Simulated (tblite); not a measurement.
Problem. Write Cartesian coordinates for `CSc1cccpc1C#N` as optimised with GFN2-xTB.

Solution. 
```
atom  x, y, z in Å
C1    -2.7127   -0.7129   -0.0448
S2    -1.8174    0.8629   -0.1814
C3    -0.1126    0.4254   -0.0487
C4     0.3124   -0.8797    0.1601
C5     1.6489   -1.2297    0.2611
C6     2.6957   -0.3366    0.1674
P7     2.5338    1.3680   -0.0882
C8     0.7899    1.4928   -0.1703
C9     0.2951    2.7961   -0.3811
N10   -0.0762    3.8687   -0.5515
H11   -2.5495   -1.1605    0.9312
H12   -3.7598   -0.4474   -0.1540
H13   -2.4206   -1.3837   -0.8474
H14   -0.4197   -1.6656    0.2507
H15    1.8795   -2.2747    0.4249
H16    3.7055   -0.7142    0.2607
```

Any rigid rotation of these coordinates is as good. Atoms count from 1 in this order. P7 (phosphorus bonded to 2 C) is bent (angle 99.8°). The 10 heavy atoms lie in one plane (0.013 Å rms). The 2 C–S bonds span 1.765 Å (S2–C3, drawn single) to 1.818 Å (C1–S2, drawn single), a spread of 0.053 Å. The C–C distances run from 1.379 Å (C5–C6, aromatic) to 1.410 Å (C8–C9, drawn single), a spread of 0.031 Å.

Bonds between heavy atoms (Å): C1–S2 1.818, S2–C3 1.765, C3–C4 1.388, C4–C5 1.385, C5–C6 1.379, C6–P7 1.731, P7–C8 1.750, C8–C9 1.410, C9≡N10 1.148, C3–C8 1.403.

The geometry is computed with GFN2-xTB (gas phase).

Its GFN2-xTB frequencies are all real (lowest 41 cm⁻¹). One conformer, not necessarily the lowest (C1–S2–C3–C4 -2°).
